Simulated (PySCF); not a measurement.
C₃H₅ClSi.
Geometry (GFN2-xTB, Å), atoms numbered from 1 in this order:
```xyz
10
C3H5ClSi angstrom
Cl    -0.484    2.228   -0.989
C     -0.239    0.956    0.250
C     -1.144   -0.219    0.047
C     -0.326   -1.260   -0.143
Si     1.267   -0.247   -0.028
H     -0.364    1.457    1.209
H     -2.222   -0.182    0.055
H     -0.612   -2.287   -0.296
H      2.132   -0.443    1.133
H      2.000    0.003   -1.261
```

Computed, not measured: TDDFT wB97X-D/def2-SVPD, vertical, gas phase, core orbitals frozen in the response (PySCF 2.14.0, density-fitted response routines).

Transition dipole moments from the ground state, in atomic units and in the frame of the coordinates above (overall signs are arbitrary), for the states with f of 0.002 or more among the lowest 7:

```
state  E (eV)      μx      μy      μz
   S1   5.929   0.003   0.111   0.052
   S2   6.459  -0.009   0.194  -0.074
   S3   6.688  -0.084   0.132  -0.023
   S4   6.975  -0.494   0.645   0.120
   S5   7.079   0.121  -0.093   0.122
   S6   7.132   0.450  -0.438   0.099
   S7   7.193  -0.418   0.404  -0.085
```

Q: What oscillator strength does each state have?

A: f = (2/3) ΔE |μ|² with ΔE in hartree (27.2114 eV).

```json
{"state": "S1", "|μ|² (au)": "0.015", "|μ| (D)": "0.31", "f": "0.002"}
{"state": "S2", "|μ|² (au)": "0.043", "|μ| (D)": "0.53", "f": "0.007"}
{"state": "S3", "|μ|² (au)": "0.025", "|μ| (D)": "0.40", "f": "0.004"}
{"state": "S4", "|μ|² (au)": "0.675", "|μ| (D)": "2.09", "f": "0.115"}
{"state": "S5", "|μ|² (au)": "0.038", "|μ| (D)": "0.50", "f": "0.007"}
{"state": "S6", "|μ|² (au)": "0.404", "|μ| (D)": "1.62", "f": "0.071"}
{"state": "S7", "|μ|² (au)": "0.345", "|μ| (D)": "1.49", "f": "0.061"}
```

Q: Which bond between heavy atoms lies closest to the direction of the S4 transition dipole?

A: C3–C4, at 1° from it; next C2–Si5 at 14°.

Q: What angle do the transition dipoles of S4 and S6 make?

A: |cos θ| = |μa·μb| / (|μa| |μb|) = 0.94, so θ ≈ 19° (taken between 0 and 90°, since the signs are arbitrary).

Q: How is the summed strength of these states shared among x, y and z?

A: (2/3) Σ ΔE μα² gives 0.112 for x, 0.145 for y and 0.009 for z, 0.267 in all.

Q: What peak molar absorption coefficient would the strongest computed level give as a lone Gaussian band 0.4 eV wide at half height?

A: ε(max) = 2.175×10⁸ f / FWHM, with the width in cm⁻¹. S4: 2.175×10⁸ × 0.1153 / 3226 ≈ 7800 L mol⁻¹ cm⁻¹.
